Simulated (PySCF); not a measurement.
Working out the ionisation energy of O⁺

O⁺ [He] 2s2 2p3 (4S) → O²⁺ [He] 2s2 2p2 (3P). All numbers are calculated (PySCF 2.14, the spin-free X2C one-electron Hamiltonian (Gaussian nucleus), in aug-cc-pCVTZ-DK with one added diffuse shell each of s, p, d, f type (8s7p5d3f, 75 functions)). Frozen: nothing. Energies in hartree (1 hartree = 27.21139 eV):

| part | O⁺ (lower) | O²⁺ (upper) |
| --- | --- | --- |
| UHF | -74.423500 | -73.153806 |
| MP2 opposite-spin | -0.117281 | -0.109737 |
| MP2 same-spin | -0.036043 | -0.018824 |

Problem. What does Hartree-Fock give?

Solution. (-73.153806) − (-74.423500) = 1.269694 hartree = 34.550 eV.

Problem. What do MP2 and SCS-MP2 (6/5 opposite-spin, 1/3 same-spin) give?

Solution. The opposite-spin parts differ by 0.205 eV and the same-spin parts by 0.469 eV. MP2: 34.550 + (0.205) + (0.469) = 35.224 eV. SCS-MP2: 34.550 + 1.2 × (0.205) + (0.469)/3 = 34.952 eV.

A first-order spin-orbit estimate adds -0.027 eV to MP2 (valence and next inner shell), giving 35.197 eV against 35.121 eV (measured; NIST Atomic Spectra Database, ionization energies).

What remains against the reference includes basis incompleteness and correlation beyond second order.
